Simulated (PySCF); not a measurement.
**Basis-set dependence of population analyses: `O[SiH2]C1CC1`**

Compound: C3H8OSi.
Cartesian coordinates in Å at the PBE0-D3(BJ)/def2-SVP level; atoms count from 1:
```xyz
13
C3H8OSi angstrom
O      2.1768    0.9083    0.6812
Si     1.2570   -0.4450    0.3477
C     -0.3440   -0.0820   -0.5262
C     -1.5372    0.4078    0.2574
C     -1.5282   -0.9880   -0.2665
H      2.5925    1.3427   -0.0683
H      0.9198   -1.0364    1.6744
H      2.0556   -1.4194   -0.4658
H     -0.2676    0.2958   -1.5529
H     -2.1951    1.1367   -0.2237
H     -1.4240    0.5591    1.3358
H     -1.4102   -1.8089    0.4486
H     -2.1755   -1.2307   -1.1135
```

PBE0 throughout (PySCF), one geometry, spherical d and f functions. Geometry: PBE0-D3(BJ)/def2-SVP, one conformer, isolated molecule. Atoms taken as equivalent share a column and are averaged. The first 7 of 9 kinds of atom are listed.

Mulliken charges (e):

| basis | functions | O1 | Si2 | C3 | C4/C5 | H6 | H7/H8 | H9 |
| --- | --- | --- | --- | --- | --- | --- | --- | --- |
| pcSseg-0 | 65 | -0.827 | +1.125 | -0.931 | -0.432 | +0.387 | -0.096 | +0.272 |
| cc-pVDZ | 114 | -0.362 | +0.501 | -0.260 | -0.059 | +0.165 | -0.089 | +0.036 |
| aug-cc-pVDZ | 191 | -0.725 | +0.085 | +0.466 | +0.939 | +0.126 | +0.282 | -0.531 |
| IGLO-III | 264 | -0.650 | +1.011 | -0.306 | -0.234 | +0.256 | -0.190 | +0.088 |
| cc-pVTZ | 266 | -0.365 | +0.378 | -0.189 | -0.216 | +0.193 | -0.061 | +0.095 |

IAO charges (e):

```tsv
basis	functions	O1	Si2	C3	C4/C5	H6	H7/H8	H9
pcSseg-0	65	-0.724	+0.872	-0.458	-0.280	+0.338	-0.115	+0.157
cc-pVDZ	114	-0.768	+0.972	-0.448	-0.274	+0.357	-0.147	+0.147
aug-cc-pVDZ	191	-0.794	+0.979	-0.452	-0.283	+0.369	-0.144	+0.152
IGLO-III	264	-0.805	+1.021	-0.465	-0.284	+0.370	-0.155	+0.153
cc-pVTZ	266	-0.797	+1.010	-0.462	-0.283	+0.368	-0.153	+0.152
```

Some averages cover members that differ in this geometry, most widely: H7/H8, Mulliken in aug-cc-pVDZ +0.232 to +0.332; C4/C5, Mulliken in aug-cc-pVDZ +0.890 to +0.988; H7/H8, Mulliken in cc-pVTZ -0.077 to -0.045 e.

Problem. Which scheme is steadiest as the basis changes?

Solution. Largest range over the bases for any column: IAO 0.15 e, Mulliken 1.40 e. IAO charges move least and Mulliken charges most, counted in e.

Problem. How much do the charges still move between the two largest bases, IGLO-III and cc-pVTZ?

Solution. At most, over all atoms: Mulliken 0.632 e, IAO 0.011 e.

Problem. What do the same runs give for the total energy, the frontier levels and the dipole moment?

Solution. 
```tsv
basis	energy (Eh)	HOMO (eV)	LUMO (eV)	μ (D)
pcSseg-0	-482.6968	-8.06	1.00	2.07
cc-pVDZ	-483.5119	-7.84	0.97	1.77
aug-cc-pVDZ	-483.5325	-8.01	-0.28	1.76
IGLO-III	-483.6075	-8.03	0.26	1.76
cc-pVTZ	-483.5974	-7.99	0.55	1.74
```

The dipole is fixed by the density alone, so its range of 0.33 D shows that the density itself changes with the basis, not only its division among atoms.
